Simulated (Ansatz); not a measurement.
Total energies of Zn₉O₉H₂₄ from Ansatz at PBE0-D4/def2-SVP, gas phase (1 Eh = 27.2114 eV = 2625.5 kJ/mol). The reference geometry is relaxed at r2SCAN-D4/def2-SVP.

Cartesian coordinates in Å:
```
Zn -0.585 1.680 -3.484
O -1.910 -1.088 -2.356
O 0.469 0.303 -2.222
Zn -0.028 1.906 -0.871
Zn -2.764 -0.865 -0.460
O -1.825 0.956 -0.335
O 1.648 1.586 0.099
Zn 2.532 2.275 1.928
Zn -1.910 1.552 1.598
O -0.525 3.010 1.026
Zn 0.125 -1.479 -1.477
O -1.085 -1.769 0.217
O 1.878 -1.285 -0.243
Zn 1.596 -0.169 1.346
Zn -1.053 -1.552 2.259
O -0.326 0.325 2.039
Zn 1.836 -3.385 -0.686
O 0.951 -2.146 2.209
H -2.085 0.998 -3.256
H 0.242 2.096 -4.736
H -1.936 -0.094 -2.840
H -2.302 -1.709 -2.989
H 1.384 0.374 -2.529
H -0.489 2.903 -2.080
H -4.247 -1.135 -0.163
H -2.407 1.501 -0.896
H 2.396 1.556 -0.515
H 3.943 2.895 1.711
H 1.113 2.819 2.602
H -3.113 1.837 2.511
H -0.792 3.942 1.001
H 0.319 2.950 1.740
H 0.496 -3.005 -1.927
H -1.148 -2.737 0.139
H 2.635 -0.965 -0.754
H 2.572 0.493 2.476
H -2.083 -2.126 3.243
H -0.043 0.694 2.894
H 0.959 -3.819 0.658
H 3.162 -3.882 -1.333
H 1.031 -2.943 1.446
H 1.369 -2.496 3.011
```

```tsv
state	geometry	energy (Eh)
charge 0 singlet	reference	-16700.57751
charge 1 doublet	reference	-16700.26742
charge -1 doublet	reference	-16700.57003
free Zn atom (singlet)	–	-1778.88088
free O atom (triplet)	–	-74.92490
free H atom (doublet)	–	-0.50029
```

Single mean-field runs in def2-SVP are fitted with def2-universal-jkfit.

(1) Work out the vertical ionisation energy to the doublet.

(2) Work out the vertical electron affinity, to the doublet.

(3) Give the fundamental gap IE − EA, the Mulliken electronegativity (IE + EA)/2 and the hardness (IE − EA)/2.

(4) What is the binding energy per atom against free atoms?

(1) E(charge 1 doublet) − E(charge 0 singlet) = -16700.26742 − (-16700.57751) = 0.31009 Eh = 8.44 eV. For comparison, −ε of the highest occupied level is 7.08 eV at this level, 1.36 eV less.

(2) E(charge 0 singlet) − E(charge -1 doublet) = -16700.57751 − (-16700.57003) = -0.00748 Eh = -0.20 eV; negative, so the extra electron isn't bound. The basis lacks diffuse functions, which makes affinities too small.

(3) From the values in Eh: IE − EA = 0.31009 − (-0.00748) = 0.31757 Eh = 8.64 eV; (IE + EA)/2 = 4.12 eV; (IE − EA)/2 = 4.32 eV. The HOMO–LUMO gap of the same run is 6.21 eV, 2.43 eV smaller than the fundamental gap.

(4) Atoms: 9 × (-1778.88088) + 9 × (-74.92490) + 24 × (-0.50029) = -16696.25898 Eh. Binding: -16696.25898 − (-16700.57751) = 4.31853 Eh = 117.51 eV, or 2.80 eV for each of 42 atoms (no zero-point energy, no counterpoise term).

At PBE0-D4/def2-SVP the highest occupied level of the charge -1 doublet lies above zero (up to 1.43 eV). Energy differences disagree on whether the electron is bound (positive means bound): -0.20 eV (vertical, to the charge 0 singlet, at PBE0-D4/def2-SVP), but 0.22 eV at PBE-D4/def2-SVP.
